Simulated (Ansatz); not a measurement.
`[GeH3][NH]C1=C[SiH2]1` + `CC=[Se]` → `C[C]([GeH3])=[Se]` + `NC1=C[SiH2]1` at 400 K and 1 bar (formal exchange of groups at a Ge–N bond).

Computed with Ansatz on PBE0-D4/def2-TZVP structures; ΔE is electronic, products minus reactants. CBS: MP2 limit from def2 TZ/QZ plus the TZ coupled-cluster correction, frozen cores. For Ge, Se outer-core shells are correlated without core-valence functions, which leaves a few kJ/mol of doubt a bond. Scalar relativity is left out up to krypton. Each species was taken in one conformer, which may not be the lowest.

```csv
species,CCSD(T)/CBS energy (Eh),H − E (kJ/mol),S (J/(mol·K))
`[GeH3][NH]C1=C[SiH2]1`,-2500.13796,240.4,404.9
`CC=[Se]`,-2479.18597,159.0,303.6
`C[C]([GeH3])=[Se]`,-4556.49424,206.2,392.2
`NC1=C[SiH2]1`,-422.82137,194.8,322.5
```

H − E and S are ideal-gas, rigid-rotor, harmonic terms from PBE0-D4/def2-TZVP, for one conformer and one mirror image of each species. 1 Eh = 2625.50 kJ/mol, R = 8.31446 J/(mol·K).

By hand: ΔE, ΔH, ΔS and ΔG.

ΔE = (-4556.49424) + (-422.82137) − (-2500.13796) − (-2479.18597) = 0.00832 Eh = 21.8 kJ/mol. Δ(H − E) = 206.2 + 194.8 − 240.4 − 159.0 = 1.6, so ΔH = 23.4 kJ/mol. ΔS = 392.2 + 322.5 − 404.9 − 303.6 = 6.2 J/(mol·K). ΔG = 23.4 − 400 × (6.2)/1000 = 20.9 kJ/mol.

By hand: the equilibrium constant, and the temperature at which ΔG would vanish if ΔH and ΔS stayed fixed.

log₁₀ K = −ΔG/(RT ln 10) = -2.7. ΔG = 0 at ΔH/ΔS = 3774 K, far beyond where these terms or the molecules hold.

The number of gas molecules stays the same, so ΔS is small and ΔH decides. A doubt of 5 kJ/mol in ΔE shifts log₁₀ K by 0.7 here. Other conformers and mirror images would add mixing entropy, several J/(mol·K) or more a flexible species. Modes under 60 cm⁻¹, often nearly free rotors, make the harmonic entropy too high. These are equilibria of isolated gas molecules and say nothing of rates. Largest T1 diagnostic: 0.016 (customary marks: 0.02 for closed shells, 0.045 for open ones).
